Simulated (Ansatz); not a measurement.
The cluster Sn4H7⁻. Charge -1, multiplicity 1. Geometry PBE-D4/def2-SVPD.

```
atom   x (Å)   y (Å)   z (Å)
 Sn1   1.832   1.555  -1.134
 Sn2  -0.435  -1.541   2.839
 Sn3  -0.549   0.041   0.384
 Sn4   0.178  -1.071  -2.228
  H5  -1.639  -0.372   3.531
  H6  -1.820   1.206  -0.012
  H7   1.165   0.429  -2.821
  H8   0.805   1.361   0.652
  H9  -1.783  -2.493   2.080
 H10   0.541   2.700  -1.669
 H11   1.704  -1.815  -1.623
```

In the def2 sets Sn takes a core potential; there is no spin–orbit coupling. Another isomer (singlet) lies 0.94 eV lower at PBE0-D4/def2-TZVPD; other spin states weren't run for this one.

Problem. Estimate the orbital energies around the gap (eV) in Ansatz with HF/def2-TZVPD, PBE-D4/def2-TZVPD, r2SCAN-D4/def2-TZVPD, B97M-V/def2-TZVPD, PBE0-D4/def2-TZVPD.

Solution. 
```
orbital  HF/def2-TZVPD  PBE-D4/def2-TZVPD  r2SCAN-D4/def2-TZVPD  B97M-V/def2-TZVPD  PBE0-D4/def2-TZVPD
 HOMO−9         -12.44              -7.56                 -7.96              -7.76               -9.01
 HOMO−8         -11.64              -7.00                 -7.37              -7.17               -8.38
 HOMO−7          -8.87              -4.62                 -4.98              -5.02               -5.84
 HOMO−6          -7.72              -3.77                 -4.10              -4.16               -4.90
 HOMO−5          -7.01              -3.19                 -3.48              -3.51               -4.29
 HOMO−4          -6.41              -2.88                 -3.15              -3.15               -3.92
 HOMO−3          -5.79              -2.74                 -2.99              -2.96               -3.69
 HOMO−2          -5.35              -2.35                 -2.59              -2.56               -3.27
 HOMO−1          -4.30              -1.72                 -1.92              -1.85               -2.51
   HOMO          -3.76              -1.48                 -1.65              -1.57               -2.25
   LUMO           3.40               1.02                  1.17               1.09                1.60
 LUMO+1           3.67               1.19                  1.33               1.29                1.75
 LUMO+2           3.97               1.82                  2.07               1.90                2.40
 LUMO+3           4.37               1.95                  2.18               1.93                2.52
 LUMO+4           4.53               2.22                  2.67               2.19                2.75
 LUMO+5           4.70               2.50                  2.95               2.48                2.98
```
